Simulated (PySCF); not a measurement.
Isomers of C6H9FO, from PBE0-D3(BJ)/def2-SVP geometry optimisation, gas phase (PySCF 2.14.0). One conformer each, no zero-point energy, no frequencies.

Question: Which is lowest in electronic energy at this level?
A. `[O:1]=[C:2]1[CH2:3][CH2:4][CH2:5][CH2:6][C@H:7]1[F:8]` with O1–C2–C3–C4 -121°, C2–C3–C4–C5 -53°, C3–C4–C5–C6 54°, C4–C5–C6–C7 -56°: A = 2573, B = 2189, C = 1587 MHz, dipole 2.72 D
B. `[CH3:1][O:2]/[CH:3]=[CH:4]/[CH2:5]/[CH:6]=[CH:7]\[F:8]` with C1–O2–C3–C4 -1°, C3–C4–C5–C6 -115°, C4–C5–C6–C7 -120°: A = 6120, B = 692.3, C = 669.2 MHz, dipole 1.29 D
C. `[CH3:1][C:2]1([CH3:3])[O:4][CH:5]=[CH:6][C@@H:7]1[F:8]` with C1–C2–O4–C5 -134°, C2–O4–C5–C6 6°, C5–C6–C7–F8 108°, C1–C2–C7–C6 132°: A = 2566, B = 2348, C = 1716 MHz, dipole 1.57 D

Answer: A. That is `O=C1CCCC[C@H]1F`, 16.4 kcal/mol below the next.

```json
{"SMILES": "O=C1CCCC[C@H]1F", "mapped SMILES": "[O:1]=[C:2]1[CH2:3][CH2:4][CH2:5][CH2:6][C@H:7]1[F:8]", "E (Eh)": "-408.38519", "relative (kcal/mol)": "0.0", "relative (kJ/mol)": "0.0", "dipole (D)": "2.72"}
{"SMILES": "CC1(C)OC=C[C@@H]1F", "mapped SMILES": "[CH3:1][C:2]1([CH3:3])[O:4][CH:5]=[CH:6][C@@H:7]1[F:8]", "E (Eh)": "-408.35904", "relative (kcal/mol)": "16.4", "relative (kJ/mol)": "68.7", "dipole (D)": "1.57"}
{"SMILES": "CO/C=C/C/C=C\\F", "mapped SMILES": "[CH3:1][O:2]/[CH:3]=[CH:4]/[CH2:5]/[CH:6]=[CH:7]\\[F:8]", "E (Eh)": "-408.30846", "relative (kcal/mol)": "48.1", "relative (kJ/mol)": "201.5", "dipole (D)": "1.29"}
```

As drawn, the lowest has a C=O bond, which the highest lacks; the highest has a C=C bond outside aromatic rings, which the lowest lacks.
